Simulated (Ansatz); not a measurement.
Geometry optimisation, RKS B3LYP-D4/def2-SVP in Ansatz.

The input (input.yaml):

```yaml
crystal:
  periodic: [false, false, false]
  atoms:
    - { symbol: Si, position_ang: [-0.5515, -0.5419, -0.371] }
    - { symbol: As, position_ang: [0.9199, 0.2089, 1.217] }
    - { symbol: H, position_ang: [-1.9721, -0.5771, 0.2045] }
    - { symbol: H, position_ang: [-0.1296, -1.8109, -0.8869] }
    - { symbol: H, position_ang: [-0.6176, 0.4555, -1.5144] }
    - { symbol: H, position_ang: [0.3749, 1.6912, 1.1689] }
    - { symbol: H, position_ang: [2.0372, 0.5064, 0.1362] }
basis:
  gaussian: { orbitals: def2-SVP }
hamiltonian:
  xc: b3lyp
  dispersion: d4
relax:
  f_tol: 0.02
  max_steps: 40
output:
  orbitals: {}
```

Launched with:

```bash
$ ansatz run input.yaml --threads 1 --pin off --max-ram 2048MiB --backend cpu --events-out ev --progress --plain --runs-dir out
```

Problem. Where does it end, and by what steps?

Solution. The forces met the threshold. After 3 steps the energy has fallen by 0.181 eV; H5 moved furthest, 0.10 Å.

| step | energy less start (eV) | largest force component (eV/Å) | accepted |
| --- | --- | --- | --- |
| 0 | 0.0000 | 1.707 | yes |
| 1 | -0.1560 | 0.443 | yes |
| 2 | -0.1797 | 0.079 | yes |
| 3 | -0.1809 | 0.016 | yes |

```xyz
7
Properties=species:S:1:pos:R:3
Si -0.589 -0.494 -0.421
As 0.958 0.240 1.248
H -1.936 -0.604 0.209
H -0.165 -1.844 -0.889
H -0.670 0.426 -1.591
H 0.426 1.674 1.194
H 2.036 0.535 0.203
```

Time of the run: 11 s on 1 thread of Arm Neoverse V1 (shared host), peak memory 0.14 GiB.
